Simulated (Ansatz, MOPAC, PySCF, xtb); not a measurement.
Breaking a bond: B₂, triplet.

Levels of theory: GFN1-xTB (xtb); PM6, unrestricted, heats of formation (MOPAC); UKS-B3LYP/6-31G* = unrestricted B3LYP/6-31G*, spherical d in PySCF 2.14.0; FCI = full CI/cc-pVDZ, frozen core in Ansatz (a quantum-chemistry and plane-wave program).

Energies relative to the lowest point of each curve near equilibrium, in eV; the last columns give the difference from FCI:

| R / Å | GFN1-xTB | PM6 | UKS-B3LYP/6-31G* | FCI | GFN1-xTB − FCI | PM6 − FCI | UKS-B3LYP/6-31G* − FCI |
|---|---|---|---|---|---|---|---|
| 1.22 | 1.631 | 2.102 | 2.954 | 3.677 | -2.046 | -1.575 | -0.723 |
| 1.30 | 0.540 | 1.042 | 1.523 | 2.051 | -1.512 | -1.009 | -0.529 |
| 1.38 | 0.075 | 0.451 | 0.660 | 1.017 | -0.942 | -0.566 | -0.357 |
| 1.43 | 0.000 | 0.260 | 0.333 | 0.594 | -0.594 | -0.335 | -0.261 |
| 1.53 | 0.169 | 0.145 | 0.027 | 0.122 | 0.047 | 0.023 | -0.095 |
| 1.58 | 0.359 | 0.035 | 0.000 | 0.025 | 0.334 | 0.010 | -0.025 |
| 1.61 | 0.494 | 0.004 | 0.013 | 0.000 | 0.494 | 0.004 | 0.013 |
| 1.66 | 0.746 | 0.000 | 0.073 | 0.003 | 0.743 | -0.003 | 0.070 |
| 1.73 | 1.133 | 0.074 | 0.217 | 0.080 | 1.053 | -0.007 | 0.137 |
| 1.79 | 1.481 | 0.191 | 0.338 | 0.195 | 1.286 | -0.004 | 0.144 |
| 1.88 | 1.991 | 0.429 | 0.438 | 0.419 | 1.572 | 0.010 | 0.019 |

GFN1-xTB is furthest from FCI at 1.22 (-2.046 eV, below); its mean absolute difference over the points is 0.966 eV.

PM6 is furthest from FCI at 1.22 (-1.575 eV, below); its mean absolute difference over the points is 0.322 eV.

UKS-B3LYP/6-31G* is furthest from FCI at 1.22 (-0.723 eV, below); its mean absolute difference over the points is 0.216 eV.

The scan ran from 1.22 to 6.57 Å; beyond the distances shown full CI changes its symmetry label. The unrestricted determinant behind UKS-B3LYP/6-31G* is spin-contaminated at 1.22 to 1.73 Å (<S²> up to 2.8, against 2.00 for a pure triplet). Also computed but left out beside FCI, since their determinant holds another spin at the minimum (<S²> over 0.7 above the pure value): UHF, UMP2, UCCSD, UCCSD(T), UHF/3-21G, UMP2/3-21G.
